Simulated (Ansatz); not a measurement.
Ga₂As₃⁻, relaxed as a singlet with RKS r2SCAN-D4/def2-SVPD in Ansatz, starting from the GFN2-xTB geometry. Force threshold 0.02 eV/Å.

The structure comes from a short search, and lower isomers may exist.

Start:

```xyz
5

Ga   -0.422   -1.453   -0.378
Ga    0.938    1.130   -0.520
As    1.160   -0.723   -2.021
As   -0.792   -0.534    1.864
As   -0.883    1.580    1.055
```

```
        step   energy (eV)  largest force component (eV/Å)  SCF passes
           1  -287248.4059                           0.566          19
           2  -287248.4350                           0.117          22
           3  -287248.4376                           0.075          23
           4  -287248.4382                           0.027          23
5 (rejected)  -287248.4377                           0.055          22
           6  -287248.4385                           0.003          23
```

Force components are those of the run's own axes.

End:

```tsv
atom	x (Å)	y (Å)	z (Å)
Ga1	-0.391	-1.427	-0.374
Ga2	0.910	1.102	-0.532
As3	1.154	-0.720	-2.010
As4	-0.809	-0.563	1.862
As5	-0.865	1.608	1.054
```

By distances, no bond broke or formed. The bond that changes most is As4–As5, from 2.27 to 2.32 Å (atoms count from 1).

No frequencies were taken in this run, so the end may be a saddle point.

It took 34 s on 4 threads of Arm Neoverse V2 on a shared host.
